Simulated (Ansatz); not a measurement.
System: C3H6S (charge 0, singlet). SMILES: C1CSC1
Geometry: optimised at B3LYP-D3(BJ)/def2-TZVP (Ansatz, a program for electronic structure).

Cost and error of B3LYP with Ansatz in habitual basis sets for the enthalpy of formation at 298 K (kcal/mol). Terms: spin-orbit terms left out; open shells spin-unrestricted; LANL2DZ with its own core potentials from Na on; 6-311+G** with 5d, 6d on Na to Ar in Ansatz; 6-31G* and kin with 6d, 5d where marked; no dispersion term unless named; non-relativistic. Ab initio and DFT rows: single points at B3LYP-D3(BJ) geometries (Ansatz), with unscaled harmonic terms from B3LYP/6-31G* (Ansatz) at its own minima, enthalpies of formation by atomisation with measured atoms. Costs are core time of energy and forces over that of the cheapest set, on one shared machine, to one figure and rough; under a factor of 2 they don't order.

Measured values: CRC Handbook, as tabulated in the package chemicals; they hold spin-orbit and core effects, anharmonicity. 

Value to compare with: 14.5 kcal/mol.

```tsv
level	relative cost	enthalpy of formation at 298 K (kcal/mol)	error
B3LYP/LANL2DZ	1×	62.4	47.9
B3LYP/STO-3G	1×	-167.3	-181.8
B3LYP/3-21G	2×	44.8	30.3
B3LYP/def2-SVP	2×	22.0	7.5
B3LYP/6-31G	2×	53.9	39.4
B3LYP/6-31G*	3×	24.0	9.5
B3LYP/cc-pVDZ	3×	38.5	24.0
B3LYP/6-31+G*	3×	31.7	17.2
B3LYP/6-31G**	4×	18.7	4.2
B3LYP/6-311+G**	5×	31.7	17.2
```

The dearest set gives 17.2 kcal/mol. A small set can land close by cancelling terms.
